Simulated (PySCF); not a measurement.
ZnF, SMILES [F][Zn] (connectivity only; charge and spin as stated), neutral, multiplicity 2. Atoms are numbered in the order given.

```xyz
2

Zn     0.0000     0.0000    -0.4115
F      0.0000     0.0000     1.3717
```
Charge 0, spin multiplicity 2.

The structure is a stationary point at r2SCAN-D4/def2-TZVPD. The multiplicity is an assumed one; other spin states were not compared.

Computed with PBE0/def2-TZVPD (PySCF).

The molecule is in vacuum.

```
Property                                                           Value
-----------------------------------------------  -----------------------
total energy                                         -1878.93236 hartree
point group                                                          C∞v
α spin, highest occupied and lowest empty level       -6.85 and -0.98 eV
β spin, highest occupied and lowest empty level       -9.85 and -3.60 eV
dipole moment                                                     3.07 D
mean static polarisability                          33.1 bohr³ (4.91 Å³)
polarisability, principal values                  33.0, 33.0, 33.3 bohr³
⟨S²⟩                                             0.752 (pure state 0.75)
```
